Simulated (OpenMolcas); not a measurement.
## d5 ions of charge +4 down a group with 6 fluoride ligands in octahedral coordination

```yaml
Program: OpenMolcas
Method: SS-CASPT2, IPEA 0.25 Eh, imaginary shift 0.1 Eh
Spin-orbit_coupling: state interaction with AMFI integrals over the reference wave functions
```

The d shell is active; CASPT2 correlates the ligand valence shells and the outer metal core. Anionic complexes are neutralised by point charges behind the ligands. Distances were set from a Shannon-type radius of the metal (high-spin where two are listed) plus a fixed donor radius (F 1.31 Å). Ligand basis ANO-RCC-VDZP, DKH2 Hamiltonian. States (labels of O, the rotations of Oh). Energies in cm-1 above the lowest state or level, χT in cm3 K/mol; under a threefold ground state the first gap can be a small split of the lowest multiplet, not the spin-orbit step; 10Dq and B are least-squares fits to the states below 45000 cm-1, weighted by degeneracy, with a free offset, and given where the rms deviation is under 5 % of |10Dq| (or 100 cm-1) and under 700 cm-1. Spin-only χT is S(S+1) / 2 for the spin of the ground state.

```
 Ion  Shell  R (Å)   Metal basis  Outer charge (e at Å behind ligand)  Ground state  First state of that spin   10Dq  B (rms of fit)  First gap with spin-orbit (degeneracies)  χT at 300 K  First state of another spin  Spin-only χT
Rh4+    4d5   1.91  ANO-RCC-VTZP                          0.33 at 2.6           2T2                     23560  27723       517 (654)                               2320 (2, 4)        0.547              2S+1 = 4: 18560         0.375
Ir4+    5d5   1.94  ANO-RCC-VDZP                          0.33 at 3.2           2T2                 2A2 27910  31381       548 (360)                               7890 (2, 4)        0.425              2S+1 = 4: 21240         0.375
```

The rows also differ in their metal basis and outer charges, so part of each step comes from that.

|10Dq| changes by a factor of 31381 / 27723 = 1.13 from Rh4+ to Ir4+.

B goes from 517 cm-1 (Rh4+) to 548 cm-1 (Ir4+).

Below the highest spin of the shell: Rh4+, Ir4+. χT departs most from the spin-only value for Rh4+, by +0.172 cm3 K/mol.

Roots that are degenerate in the reference are averaged as groups; the widest CASPT2 spread within a group is 660 cm-1 (the 3-fold group of multiplicity 2 near 63800 cm-1 above the lowest state of its run, Ir4+). Shifts and gaps below about the spread of the groups concerned are not significant. Over all roots computed the reference weight is 0.66 to 0.69 in Rh4+, 0.68 to 0.70 in Ir4+; a low but even weight reflects the number of correlated electrons. An orbital triplet at a regular site is open to Jahn-Teller coupling, which can distort the site and quench the lowest spin-orbit gaps and is left out. The least metal-like active orbital is 72 % on the metal (Löwdin) and no ligand orbital is active, so the numbers are rough. Ligand-to-metal charge-transfer states are missing. With no ligand orbital active B as a rule stays too high, so bands that hang on it stand too high and its fall with covalency is understated. With one d shell and no ligand orbital active, 10Dq can be off by a tenth or more. No measured value stands beside these numbers; the geometry was imposed, not optimised, and the real ion may take another.

A state without a sure symmetry label is named by its multiplicity alone.
